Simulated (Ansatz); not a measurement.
Species: InF, charge 0, triplet. This triplet is an excited state, 3.5 eV above the singlet at CCSD(T)/def2-QZVPP (Ansatz, a quantum-chemistry and plane-wave program). InF (SMILES [F][In], triplet).
B3LYP-D3(BJ)/def2-TZVP minimum from Ansatz:
```xyz
2

In     0.0000     0.0000    -0.3080
F      0.0000     0.0000     1.6767
```
Charge 0, spin multiplicity 3.

Total energies in def2-TZVPP, 10 correlated electrons, 10 frozen orbitals. Open shells are spin-unrestricted; no spin-orbit coupling. Correlated methods leave the cores frozen (noble-gas shells, and filled d and f shells in the p block). Past Kr the def2 sets carry scalar-relativistic core potentials. Spin-orbit terms, left out, reach several kcal/mol for Br and I, and more for heavier atoms. The spin of FIn ([F][In], triplet) was assumed, and the state is the lowest solution found for it.

| method | program | energy (Eh) | minus CCSDT(Q) (mEh) |
|---|---|---|---|
| HF | Ansatz | -288.65381 | 295.81 |
| MP2 | Ansatz | -288.94024 | 9.38 |
| CCSD | Ansatz | -288.93970 | 9.92 |
| CCSD(T) | Ansatz | -288.94887 | 0.76 |
| CCSDT(Q) | Ansatz | -288.94962 | 0.00 |

Rough core times of Ansatz's runs on a shared machine: CCSD(T) 20 s, CCSDT(Q) 4 min.
